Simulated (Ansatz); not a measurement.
`C/C=[CH]\[GaH2]` + `B[AsH]N` → `B[As](N)[GaH2]` + `C=CC` at 700 K and 1 bar (ligand exchange at a Ga–C bond).

Gas-phase electronic energies from Ansatz, PBE0-D4/def2-TZVP geometries. CCSD(T)/CBS adds triple-zeta CCSD(T) − MP2 to the extrapolated MP2 energy (def2 sets, frozen cores). For As, Ga outer-core shells are correlated without core-valence functions, which leaves a few kJ/mol of doubt a bond. Scalar relativity is left out up to krypton. Each species was taken in one conformer, which may not be the lowest.

```
          species  CCSD(T)/CBS energy (Eh)  H − E (kJ/mol)  S (J/(mol·K))
`C/C=[CH]\[GaH2]`              -2042.27078           292.5          441.7
        `B[AsH]N`              -2317.47891           203.6          394.0
 `B[As](N)[GaH2]`              -4242.03918           243.7          496.5
           `C=CC`               -117.74610           260.0          340.6
```

H − E and S are ideal-gas, rigid-rotor, harmonic terms from PBE0-D4/def2-TZVP, for one conformer and one mirror image of each species. 1 Eh = 2625.50 kJ/mol, R = 8.31446 J/(mol·K).

**Question.** By hand: ΔE, ΔH, ΔS and ΔG.

**Answer.** ΔE = (-4242.03918) + (-117.74610) − (-2042.27078) − (-2317.47891) = -0.03559 Eh = -93.4 kJ/mol. Δ(H − E) = 243.7 + 260.0 − 292.5 − 203.6 = 7.6, so ΔH = -85.8 kJ/mol. ΔS = 496.5 + 340.6 − 441.7 − 394.0 = 1.4 J/(mol·K). ΔG = -85.8 − 700 × (1.4)/1000 = -86.8 kJ/mol.

**Question.** By hand: the equilibrium constant, and the temperature at which ΔG would vanish if ΔH and ΔS stayed fixed.

**Answer.** log₁₀ K = −ΔG/(RT ln 10) = 6.5. ΔH and −TΔS have one sign here, so there is no such temperature. One of them is within its doubt of zero, so this could turn.

The number of gas molecules stays the same, so ΔS is small and ΔH decides. A doubt of 5 kJ/mol in ΔE shifts log₁₀ K by 0.4 here. Other conformers and mirror images would add mixing entropy, several J/(mol·K) or more a flexible species. These are equilibria of isolated gas molecules and say nothing of rates. Largest T1 diagnostic: 0.016 (customary marks: 0.02 for closed shells, 0.045 for open ones).
